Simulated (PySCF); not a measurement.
# How methods differ on the ionisation energy of Re

Re [Xe] 4f14 5d5 6s2 (6S) → Re⁺ [Xe] 4f14 5d5 6s1 (7S), as a difference of total energies. All numbers are calculated (PySCF 2.14, a scalar-relativistic core potential, in def2-QZVPPD with the def2 core potential (60 electrons)). Correlated levels: valence: 5s2 5p6 frozen; valence and next inner shell: nothing frozen outside the core potential. The calculations carry no spin-orbit coupling.

```csv
method,ionisation energy (eV),error (eV)
UHF,5.906,-1.928
LDA,8.024,+0.190
PBE,7.530,-0.304
PBE0,7.322,-0.512
r2SCAN,7.099,-0.735
BLYP,7.917,+0.083
BP86,7.789,-0.045
r2SCAN0,7.118,-0.716
HSE06,7.349,-0.485
MP2 (valence),7.330,-0.504
SCS-MP2 (valence),7.624,-0.210
MP2 (valence and next inner shell),7.547,-0.287
SCS-MP2 (valence and next inner shell),7.704,-0.130
```

Reference: 7.834 eV (measured; NIST Atomic Spectra Database, ionization energies).

Errors of the correlated levels include the incompleteness of this basis and the frozen core.
